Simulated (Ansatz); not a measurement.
Z-matrix (Å, degrees):
```
C
B 1 1.561
N 1 1.467 2 52.5
N 1 1.431 2 121.1 3 102.3
H 1 1.092 2 121.0 3 -97.4
H 2 1.184 1 154.8 3 -175.1
H 3 1.004 1 135.2 2 171.4
H 4 1.010 1 112.4 2 61.1
H 4 1.010 1 112.7 2 -175.8
```

Charge 0, multiplicity 1.

Task: List the PBE/def2-TZVPP orbital energies in eV (the Gaussian-basis code of Ansatz). (An estimate is asked.)

Result: The calculation gave: Occupied: -380.60, -379.91, -269.91, -176.76, -23.26, -21.15, -15.74, -13.42, -11.96, -11.17, -10.62, -8.72, -6.93, -6.42, -5.45. Lowest empty: -0.74, 0.49, 0.72, 1.55, 1.75, 1.97, 2.55, 3.28.
